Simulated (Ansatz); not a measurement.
Program: Ansatz. Geometries: PBE0-D4/def2-TZVP. ΔE: electronic, gas phase. CBS: MP2 limit from def2 TZ/QZ plus the TZ coupled-cluster correction, frozen cores. Functionals use def2-TZVPP. One conformer a species, not always the lowest.

Reaction (isomerisation): `O=C(O)C[SiH2]F` → `O[Si@@H](F)[C@@H]1CO1`

`O=C(O)C[SiH2]F`:

Cartesian coordinates in Å:
```
O 0.001 -0.614 -1.672
C -0.683 0.090 -0.972
O -1.809 0.666 -1.411
C -0.361 0.400 0.453
Si 1.237 -0.476 0.904
F 1.541 -0.113 2.439
H -1.918 0.399 -2.336
H -0.279 1.484 0.584
H -1.190 0.085 1.094
H 1.090 -1.945 0.819
H 2.372 0.023 0.099
```

`O[Si@@H](F)[C@@H]1CO1`:

Cartesian coordinates in Å:
```
O -0.885 0.858 1.570
Si -0.962 0.945 -0.053
F -0.774 2.439 -0.580
C 0.454 -0.072 -0.721
C 0.750 -1.378 -0.118
O 1.511 -0.250 0.249
H 0.007 0.760 1.920
H -2.305 0.509 -0.480
H 0.824 0.085 -1.733
H 1.279 -2.119 -0.712
H 0.101 -1.777 0.659
```

```tsv
level	ΔE (kcal/mol)
ωB97X-V	7.3
HF/def2-QZVPP	11.4
```

(1) What does CCSD(T)/CBS give? (An estimate is asked.)

Largest T1 diagnostic among the species: 0.014.

## Answers

(1) Ansatz gave: +5.7 kcal/mol. The listed levels differ from it by 1.6, 5.7 kcal/mol.

From PBE to PBE0 (25 % exact exchange), in def2-TZVPP and without D4, ΔE moves by −1.0 kcal/mol. In def2-TZVPP, CCSD(T) changes the Hartree–Fock value by −5.0 kcal/mol (the triples alone add +0.2 kcal/mol) and MP2 by −6.6 kcal/mol.
